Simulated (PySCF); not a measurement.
## Electronic structure of Be²⁺ (beryllium, charge +2) at the UHF level

Configuration: 1s2, closed-shell 1S. Computed with PySCF 2.14 in 6-31G* (3s2p1d, 14 functions), with no relativity, point nucleus.

```
Total energy                                     : -13.609735 hartree
One-electron energy                              : -15.8830 hartree
Hartree (Coulomb) energy                         : 4.5466 hartree
Exchange energy                                  : -2.2733 hartree
Kinetic energy                                   : 13.57056 hartree
⟨S²⟩                                             : 0.0000
⟨L²⟩                                             : 0.000
Sum of ⟨r⟩                                       : 0.8296 bohr
Sum of ⟨r²⟩                                      : 0.4651 bohr²
Density at the nucleus (Gaussians lack the cusp) : 32.1 bohr⁻³
Langevin diamagnetic susceptibility              : -0.368 ×10⁻⁶ cm³/mol
Time after the integrals                         : 0.05 s of wall time on 1 thread of Neoverse-N1 (shared host)
```

| shell | electrons | mean orbital energy (hartree) | rms radius, mean of both spins (bohr) |
| --- | --- | --- | --- |
| 1s | 2 | -5.66822 | 0.482 |
